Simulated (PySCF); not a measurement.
C5H16BNOSi.
Atom-mapped SMILES: `[CH3:1][N+:2]1([CH3:3])[CH2:4][CH2:5][CH2:6][B@H-:7]1[O:8][SiH3:9]` (hydrogens: H10, H11, H12 on C1; H13, H14, H15 on C3; H16, H17 on C4; H18, H19 on C5; H20, H21 on C6; H22 on B7; H23, H24, H25 on Si9)

Jobs on this species (25 atoms, 80 electrons) with PySCF (density fitting). Hardware of each: one thread of an Intel Xeon at 2.70 GHz, shared host. Other jobs ran on the host; a repeat could differ by tens of per cent or more. Peak memory is the resident size of the whole Python process, interpreter and libraries included.

```json
{"level and settings": "PBE0/pcSseg-1, IEF-PCM chloroform", "work": "shieldings, ring-centre shieldings, charges and field gradients", "basis functions": "240", "SCF cycles": "?", "wall time": "?", "peak memory": "?"}
{"level and settings": "PBE0/pcSseg-1, IEF-PCM water", "work": "shieldings, ring-centre shieldings", "basis functions": "240", "SCF cycles": "14", "wall time": "1.9 min", "peak memory": "1.3 GiB"}
{"level and settings": "PBE0-D3(BJ)/def2-SVP, grid level 1", "work": "geometry optimisation from a GFN2-xTB start shaken at random", "basis functions": "210", "SCF cycles": "98", "wall time": "10 min", "peak memory": "0.94 GiB"}
```

Problem. Fill in the missing figures.

Solution. 
- PBE0/pcSseg-1, IEF-PCM chloroform; shieldings, ring-centre shieldings, charges and field gradients: 2.2 min, 1.3 GiB, 14 SCF cycles

Problem. What do all jobs in the table cost together?

Solution. About 14 min; the longest takes about 71 % of that, and about 5.3 times as long as the shortest.
